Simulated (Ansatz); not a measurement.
Program: Ansatz. Geometries: PBE0-D4/def2-TZVP. ΔE: electronic, gas phase. CCSD(T)/CBS adds triple-zeta CCSD(T) − MP2 to the extrapolated MP2 energy (def2 sets, frozen cores). This one scheme is used for every species, atoms too. Functionals use def2-TZVPP. B3LYP here is the variant with VWN-RPA as its local correlation; programs differ in this. Open shells (•) are unrestricted, without spin–orbit coupling. Spin–orbit coupling would lower the free atoms: a little for B, C, F.

Consider the atomization: `FC1BN1` → B• + C• + F• + 3 H• + N•.

`FC1BN1`:

Cartesian coordinates in Å:
```
F 0.208 -0.262 1.787
C 0.119 -0.551 0.437
B -0.838 0.263 -0.466
N 0.493 0.507 -0.433
H 0.536 -1.542 0.272
H -1.870 0.605 -0.928
H 1.350 0.979 -0.669
```

(1) What is ΔE at CCSD(T)/CBS? (Best estimate.)

(2) What do these levels give: revPBE-D4, B97M-V, PBE0-D4, B3LYP-D4, r2SCANh-D4, ωB97X-V, PBE, BLYP, PBE0, LC-ωPBE, HF/def2-TZVPP, SCS-MP2/def2-TZVPP? (Best estimate.)

Largest T1 diagnostic among the species: 0.014.

Answers

(1) Ansatz gave: +2657.6 kJ/mol.

(2) The calculation gave: revPBE-D4 2698.1, B97M-V 2684.7, PBE0-D4 2706.2, B3LYP-D4 2688.0, r2SCANh-D4 2664.4, ωB97X-V 2690.4, PBE 2781.1, BLYP 2686.1, PBE0 2699.0, LC-ωPBE 2705.0, HF/def2-TZVPP 1844.5, SCS-MP2/def2-TZVPP 2630.7 kJ/mol.

From BLYP to BHLYP (50 % exact exchange), in def2-TZVPP and without D4, ΔE moves by −124.8 kJ/mol: exact exchange takes away binding that semilocal exchange gives to molecules. The D4 term adds +14.1 kJ/mol with B3LYP and +7.2 kJ/mol with PBE0; it sums over pairs of atoms, weighted by their polarisabilities, and B3LYP, whose exchange is more repulsive, gets the larger term.

For atomizations the MP2-based limit and the directly extrapolated one differ by several kJ/mol either way, and by 10 to 25 for some Ge, Se and Sn compounds, so smaller differences from it don't rank the levels.
